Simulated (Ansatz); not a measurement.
Gas-phase electronic energies from Ansatz, PBE0-D4/def2-TZVP geometries. CCSD(T)/CBS is the MP2 limit (def2-TZVPP, def2-QZVPP) plus CCSD(T) − MP2 in def2-TZVPP, frozen cores. DFT in def2-TZVPP. HSE06 is defined as in plane-wave codes. For Ge outer-core shells are correlated without core-valence functions, which leaves a few kJ/mol of doubt a bond. Scalar relativity is left out up to krypton. One conformer a species, not always the lowest.

Reaction (ligand exchange at a B–O bond): `BO[C](=O)[GeH3]` + `O[SiH2]S` → `BO[SiH2]S` + `O=[C](O)[GeH3]`

`BO[C](=O)[GeH3]`:

Z-matrix (Å, degrees):
```
Ge
C 1 1.996
H 1 1.532 2 108.1
H 1 1.533 2 108.0 3 -119.1
H 1 1.529 2 107.4 3 120.5
O 2 1.379 1 111.5 3 60.0
O 2 1.189 1 126.0 3 -117.7
B 6 1.368 2 122.5 1 149.4
H 8 1.193 6 115.6 2 173.4
H 8 1.193 6 120.2 2 -9.0
```

`O[SiH2]S`:

```xyz
7

O    -0.038   -1.454    0.379
Si    0.538    0.043    0.027
S    -0.990    1.521   -0.151
H    -0.638   -1.529    1.123
H     1.405    0.588    1.101
H     1.277   -0.133   -1.241
H    -1.553    0.964   -1.237
```

`BO[SiH2]S`:

Cartesian coordinates in Å:
```
B 1.442 -0.079 -1.161
O 0.854 -0.116 0.053
Si -0.597 0.481 0.582
S -2.100 -1.016 0.628
H 0.911 0.505 -2.069
H 2.496 -0.633 -1.292
H -0.342 1.012 1.938
H -1.099 1.513 -0.353
H -1.565 -1.668 1.674
```

`O=[C](O)[GeH3]`:

Cartesian coordinates in Å:
```
O -0.479 1.829 -0.354
C -0.299 0.784 0.204
O -0.581 0.593 1.505
Ge 0.440 -0.865 -0.648
H -0.933 1.432 1.847
H 1.739 -1.248 0.071
H -0.587 -1.995 -0.508
H 0.699 -0.529 -2.117
```

```json
{"species": "`BO[C](=O)[GeH3]`", "HSE06 energy (Eh)": "-2292.99490"}
{"species": "`O[SiH2]S`", "HSE06 energy (Eh)": "-765.08492"}
{"species": "`BO[SiH2]S`", "HSE06 energy (Eh)": "-790.52494"}
{"species": "`O=[C](O)[GeH3]`", "HSE06 energy (Eh)": "-2267.56612"}
```

(1) Work out ΔE.

Largest T1 diagnostic among the species: 0.015.

Results:

(1) ΔE = (-790.52494) + (-2267.56612) − (-2292.99490) − (-765.08492) = -0.01124 Eh = -0.31 eV. CCSD(T)/CBS gives -0.26 eV.

At CCSD(T), def2-SVP lies −0.09 eV from the extrapolated value and def2-TZVPP −0.00 eV. Leaving LDA and LC-ωPBE aside and taking each functional with its dispersion term where it has one, the values, not all of them listed here, spread over 0.03 eV, from B97M-V to B2PLYP.
